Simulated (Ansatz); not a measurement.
Basis-set extrapolation for CH6AlNOSSi (PBE0-D4/def2-TZVP geometry, frozen core, Ansatz 0.2.0). Multiplicity 1, RHF reference.

```tsv
	def2-TZVPP	def2-QZVPP
HF	-1099.332272	-1099.367602
MP2 correlation	-0.983152	-1.059620
CCSD(T) correlation	-1.072884	not run
```

Energies in hartree. Use E(X) = E(∞) + A·exp(−7.88·√X) for Hartree–Fock and E(X) = E(∞) + B·X^(−2.97) for correlation, with X = 3 and 4, and add CCSD(T) minus MP2 of the smaller set to the MP2 limit.

Question: What is the CCSD(T) energy at the basis-set limit?

Answer: HF limit: -1099.367602 + (-0.035330) × 0.13774 = -1099.37247. MP2 limit: -1.059620 + (-0.076468) × 0.74074 = -1.11626. Higher-order term: -1.072884 − (-0.983152) = -0.08973. Total: -1100.57846 hartree, 108.7 kcal/mol below CCSD(T)/def2-TZVPP.
